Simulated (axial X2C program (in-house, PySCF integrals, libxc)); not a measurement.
**Worked dissociation energy of KP: PBE0, spin-free**

Calculated with an in-house all-electron X2C program for linear molecules (integrals from PySCF). Spin-free means the one-electron spin-free X2C Hamiltonian. Basis: K dyall-cv3z [11s12p6d3f], P dyall-v3z [8s7p2d1f] (cores contracted in-house); Gaussian nuclei, density fitting, unrestricted open shells. Masses: K 38.964 u, P 30.974 u.

Molecular state: M_S = 1, Λ = 0 (beyond evenly filled blocks: π+α, π-α).

- E(K) (2M_S = 1, M_L = 0): -602.066600 hartree
- E(P) (2M_S = 3, M_L = 0): -341.969706 hartree
- E(KP) at Re: -944.085598 hartree
- ωe: 214.4 cm⁻¹
- ωexe: 0.944 cm⁻¹

Work out De and D0.

De = -602.066600 + (-341.969706) − (-944.085598) = 0.04929 hartree = 1.341 eV. The zero-point energy is ωe/2 − ωexe/4 = 107 cm⁻¹ = 0.013 eV, so D0 = 1.328 eV.

The state is a single determinant with fixed occupations, the lowest that a limited PBE0 search found. Dissociation energies refer to the lowest single-determinant-based atoms at the same level and basis. Other states lie close and PBE0, whose exact exchange favours high spin, may order them wrongly; the determinant shown need not be the ground state. The nearest other spin-free determinant of the search, M_S = 1, Λ = 1, lies 0.46 eV up at the distance of the search.

Each atomic determinant is the lowest at this level and need not be a pure term. Totals compare only within one Hamiltonian and basis.
